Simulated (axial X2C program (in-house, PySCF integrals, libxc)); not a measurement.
CaAu⁺ at several levels of theory

Computed with an in-house all-electron X2C program for linear molecules (integrals from PySCF). Spin-free means the one-electron spin-free X2C Hamiltonian; two-component (2c) means X2C with spin–orbit coupling and atomic mean-field two-electron Coulomb and Gaunt terms, so the difference of the two also holds small scalar two-electron terms. Basis: Au dyall-cv3z [13s14p9d6f4g], Ca dyall-cv3z [11s12p6d4f] (cores contracted in-house); Gaussian nuclei, density fitting, unrestricted open shells. Masses: Au 196.967 u, Ca 39.963 u.

Input file and command:
```json
{"zs": [79, 20], "q": 1, "bas": ["dyall-cv3z", "dyall-cv3z"], "levels": ["PBE0", "HF", "TPSS"], "cc": true, "r0": 2.95, "thr": -1.0, "nmax": 90, "npts": 10, "nst": 2, "ntry": 6}
```
```bash
python so2c.py task.json out
```

Keys: zs atomic numbers; q charge; bas basis sets; levels methods; cc coupled cluster on or off; r0 starting distance in Å; thr threshold in hartree for freezing inner shells (an s shell follows its p shell); nmax most natural virtual spinors; npts points on the curve; nst determinants followed; ntry starts of the search. HF also brings MP2.

State, spin-free: M_S = 0, Λ = 0 (closed shell); electrons by block: σα: 19, σβ: 19, π+α: 10, π+β: 10, π-α: 10, π-β: 10, δ+α: 4, δ+β: 4, δ-α: 4, δ-β: 4, φ+α: 1, φ+β: 1, φ-α: 1, φ-β: 1. Fragments: Au + Ca+.

State, 2c: Ω = 0 (closed shell); electrons by block: 1/2: 29, -1/2: 29, 3/2: 14, -3/2: 14, 5/2: 5, -5/2: 5, 7/2: 1, -7/2: 1. Fragments: Au + Ca+.

```csv
Hamiltonian,level,Re (Å),ωe (cm⁻¹),ωexe (cm⁻¹),Be (cm⁻¹),αe (cm⁻¹),De (eV),D0 (eV),μ (D)
spin-free,PBE0,2.521,256.6,0.579,0.07986,0.000275,2.77,2.75,12.38
spin-free,HF,2.725,205.1,0.52,0.06834,0.000257,1.14,1.12,12.88
spin-free,MP2,2.557,265.8,0.554,0.07761,0.000238,2.64,2.63,n/a
spin-free,TPSS,2.494,268.1,0.58,0.08155,0.000276,3.28,3.26,12.13
2c,PBE0,2.520,257.7,0.573,0.0799,0.000272,2.80,2.78,12.36
2c,HF,2.720,207.0,0.523,0.06856,0.000256,1.16,1.15,12.90
2c,MP2,2.556,266.7,0.552,0.07766,0.000236,2.67,2.66,n/a
2c,TPSS,2.495,268.3,0.573,0.08149,0.000273,3.31,3.29,12.10
```

Correlated methods: 12 electrons correlated (number of frozen shells: Au 5 s, 4 p, 2 d, 1 f; Ca 3 s, 2 p), 342 virtual spin orbitals or spinors in MP2.

Dipoles are positive if Ca is the positive end and refer to the centre of mass.

The state is one determinant whose occupation by symmetry is held fixed; it was picked as the lowest of a PBE0 search that is not exhaustive. The closed shell is kept restricted, so the energy runs too high when the bond is stretched far. Dissociation energies refer to the lowest single-determinant-based atoms at the same level and basis. The outer-core s and p shells of the metal are frozen in the correlated rows, which leaves out core–valence correlation; for alkali and alkaline-earth bonds that tends to lengthen them. With the outer-core shells frozen, correlated bond lengths of heavy atoms tend to come out a few hundredths of an ångström too long.

Rough cost a point (2c) on 1 thread(s) of a shared host, integrals apart: PBE0 1 s, HF 0.8 s, TPSS 1 s.
